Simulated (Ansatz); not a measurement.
`O=[C]1O[CH](F)[AlH]1`. Total charge 0; spin multiplicity 1. All single points use the PBE0-D4/def2-TZVP geometry.

```xyz
8

O    -0.122    2.497   -0.548
C    -0.067    1.367   -0.205
O    -0.432    0.318   -1.083
C    -0.191   -0.928   -0.461
F     0.952   -1.486   -1.023
Al    0.253    0.006    1.246
H    -1.018   -1.596   -0.697
H     0.625   -0.180    2.771
```

**Question.** What is the dipole moment at r2SCAN/def2-TZVPP? (An estimate is asked.)

**Answer.** Computed: 4.13 D, with components (-0.50, -2.24, 3.43) D in this frame, pointing from negative to positive charge.

**Question.** And with PBE, B3LYP, ωB97M-V? (Best estimate.)

**Answer.** The calculation gave: PBE 3.88 D, B3LYP 4.36 D, ωB97M-V 4.50 D.

**Question.** Give the Mulliken charges with r2SCAN, PBE, B3LYP in def2-TZVPP. (Estimate.)

**Answer.** Computed: 
```csv
atom,r2SCAN,PBE,B3LYP
O1,-0.26,-0.18,-0.22
C2,0.10,0.05,0.09
O3,-0.17,-0.10,-0.19
C4,0.12,0.08,0.12
F5,-0.23,-0.19,-0.24
Al6,0.47,0.30,0.40
H7,0.07,0.09,0.11
H8,-0.09,-0.05,-0.07
```

B3LYP here is the variant with VWN-RPA as its local correlation; programs differ in this.
